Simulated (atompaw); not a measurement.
**Cutoff test, Mo, PAW (atompaw)**

| Property | Result |
| --- | --- |
| Element | Mo (Z = 42) |
| Generator | atompaw 4.2.0.5 |
| Type | PAW |
| Functional | PBE |
| Relativity | scalar-relativistic |
| Frozen core | [Ar] 3d10 |
| Valence charge | 14 |
| Reference configuration | 4s2 4p6 4d3 5s0 5p0 (charge +3) |
| Partial waves | 4s (bound): rc 1.25 bohr; 5s (bound, empty): rc 2.10 bohr; 4p (bound): rc 1.80 bohr; 5p (bound, empty): rc 1.75 bohr; 4d (bound): rc 2.10 bohr; 4d channel at -1.6 Ry: rc 2.10 bohr |
| Local potential | troulliermartins scheme with l = 3 at 0.5 Ry, radius 1.60 bohr |
| Core correction | smooth core density matched at 1.20 bohr |
| Augmentation charge | sinc compensation charge, radius 1.70 bohr; PAW radius 2.10 bohr; waves and projectors: custom rrkj vanderbiltortho |

The pseudo-atom Hamiltonian at the reference potential is diagonalised in spherical Bessel functions j_l(qr) that vanish at 20 bohr, with q² up to the cutoff. All-electron valence levels (Ry): 4s -7.0780, 5s -1.9622, 4p -5.1464, 5p -1.5191, 4d -2.4186.

How do the lowest levels (Ry) of each channel move with the cutoff, and are there ghosts?

```json
{"cutoff (Ry)": "8", "s #1": "-7.0016", "s #2": "-1.8233", "s #3": "-0.8264", "p #1": "-4.6880", "p #2": "-1.3497", "p #3": "-0.6538", "d #1": "-1.9912", "d #2": "-0.8171", "f #1": "-0.7010", "Σ f·Δε (mRy)": "4185.6"}
{"cutoff (Ry)": "12", "s #1": "-7.0652", "s #2": "-1.9033", "s #3": "-0.8578", "p #1": "-5.0211", "p #2": "-1.4283", "p #3": "-0.6825", "d #1": "-2.2939", "d #2": "-0.8911", "f #1": "-0.7114", "Σ f·Δε (mRy)": "1152.0"}
{"cutoff (Ry)": "18", "s #1": "-7.0768", "s #2": "-1.9537", "s #3": "-0.8754", "p #1": "-5.1309", "p #2": "-1.4727", "p #3": "-0.6995", "d #1": "-2.4087", "d #2": "-0.9216", "f #1": "-0.7196", "Σ f·Δε (mRy)": "125.3"}
{"cutoff (Ry)": "25", "s #1": "-7.0772", "s #2": "-1.9616", "s #3": "-0.8772", "p #1": "-5.1456", "p #2": "-1.4983", "p #3": "-0.7102", "d #1": "-2.4190", "d #2": "-0.9243", "f #1": "-0.7252", "Σ f·Δε (mRy)": "7.9"}
{"cutoff (Ry)": "35", "s #1": "-7.0772", "s #2": "-1.9621", "s #3": "-0.8784", "p #1": "-5.1461", "p #2": "-1.5165", "p #3": "-0.7181", "d #1": "-7.3707", "d #2": "-2.4182", "f #1": "-0.7305", "Σ f·Δε (mRy)": "5.0"}
{"cutoff (Ry)": "45", "s #1": "-7.0775", "s #2": "-2.1930", "s #3": "-1.9621", "p #1": "-5.1464", "p #2": "-1.5188", "p #3": "-0.7190", "d #1": "-8.7693", "d #2": "-2.4186", "f #1": "-0.7335", "Σ f·Δε (mRy)": "1.5"}
{"cutoff (Ry)": "55", "s #1": "-7.0777", "s #2": "-3.1511", "s #3": "-1.9622", "p #1": "-5.1464", "p #2": "-1.5189", "p #3": "-0.7191", "d #1": "-8.9002", "d #2": "-2.4186", "f #1": "-0.7350", "Σ f·Δε (mRy)": "0.9"}
{"cutoff (Ry)": "70", "s #1": "-7.0777", "s #2": "-3.3874", "s #3": "-1.9623", "p #1": "-5.1465", "p #2": "-1.5190", "p #3": "-0.7191", "d #1": "-8.9166", "d #2": "-2.4186", "f #1": "-0.7358", "Σ f·Δε (mRy)": "0.6"}
{"cutoff (Ry)": "400", "s #1": "-7.0779", "s #2": "-3.4050", "s #3": "-1.9623", "p #1": "-5.1465", "p #2": "-1.5191", "p #3": "-0.7192", "d #1": "-8.9186", "d #2": "-2.4186", "f #1": "-0.7360", "Σ f·Δε (mRy)": "0.0"}
```

Result: ghost states, extra bound levels that the all-electron valence spectrum of the same l lacks: d at -121.3 eV, s at -46.3 eV (a true bound ghost makes a file unfit for plane-wave use); 10 mRy is reached at 35 Ry and 1 mRy at 55 Ry.
